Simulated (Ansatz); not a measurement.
A nudged elastic band was laid between two geometries of Cl4FH2OTa (9 atoms, charge 0, multiplicity 1).

The calculation used RKS BHLYP-D4/def2-SVP in Ansatz.

| Item | Value |
| --- | --- |
| movable images | 5 |
| climbing image | yes |
| spring | 5.0 eV/Å² |
| optimiser | quadratic models (default) |
| start path | through a guess of the saddle point |
| force threshold | 0.05 eV/Å |
| iteration limit | 60 |
| end points | relaxed |

Image 0:

```xyz
9
Properties=species:S:1:pos:R:3
Ta -0.060 0.041 0.185
F 1.748 0.522 0.364
Cl -0.297 0.396 2.479
Cl 0.452 -0.602 -2.020
Cl -1.067 1.987 -0.426
Cl -1.837 -1.478 0.211
O 1.031 -1.872 0.760
H 0.665 -2.739 0.580
H 1.985 -1.882 0.658
```

Image 6:

```xyz
9
Properties=species:S:1:pos:R:3
Ta -0.430 -0.179 0.121
F 2.995 -0.684 0.719
Cl 0.219 0.911 2.013
Cl 0.775 0.209 -1.772
Cl -1.988 1.468 -0.419
Cl -2.228 -1.655 0.132
O 0.583 -1.746 0.561
H 0.406 -2.674 0.708
H 2.289 -1.279 0.727
```

Problem. What changes between the two ends?

Solution. Bonds broken: Ta1–F2, O7–H9. Bonds formed: F2–H9. Cl4FH2OTa becomes Cl4HOTa + FH.

Problem. What energy profile does the band end with?

Solution. The run converged. The highest image is number 5 of 0 to 6, 116.3 kJ/mol above the first end and 3.4 kJ/mol above the last; the last end lies 113.0 kJ/mol above the first. A vibrational analysis at the climbing image gives one clearly imaginary mode, 58i cm⁻¹: a first-order saddle point. The orbitals stay closed-shell, which can raise the energy where a bond breaks towards radicals; this wasn't checked here.

| image | path coordinate (Å) | energy (kJ/mol) | Ta1–F2 (Å) | O7–H9 (Å) | F2–H9 (Å) |
| --- | --- | --- | --- | --- | --- |
| 0 | 0.00 | 0.0 | 1.88 | 0.96 | 2.43 |
| 1 | 1.12 | 21.6 | 1.92 | 0.98 | 1.85 |
| 2 | 2.25 | 96.5 | 2.37 | 1.91 | 0.93 |
| 3 | 3.37 | 97.3 | 2.42 | 2.51 | 0.92 |
| 4 | 4.48 | 108.1 | 2.41 | 1.92 | 0.93 |
| 5 | 5.60 | 116.3 | 2.87 | 1.86 | 0.93 |
| 6 | 6.49 | 113.0 | 3.51 | 1.78 | 0.92 |

Problem. What is the geometry of the highest image?

Solution. 
```xyz
9
Properties=species:S:1:pos:R:3
Ta -0.292 -0.249 0.154
F 2.551 -0.244 0.560
Cl 0.174 0.721 2.183
Cl 0.755 -0.059 -1.880
Cl -1.662 1.565 -0.389
Cl -2.199 -1.549 0.130
O 0.608 -1.885 0.597
H 0.386 -2.802 0.741
H 2.299 -1.126 0.693
```

Run time: 7.9 min on 4 threads of INTEL(R) XEON(R) PLATINUM 8581C CPU @ 2.30GHz (Emerald Rapids), on a shared host, peak memory 0.53 GiB.
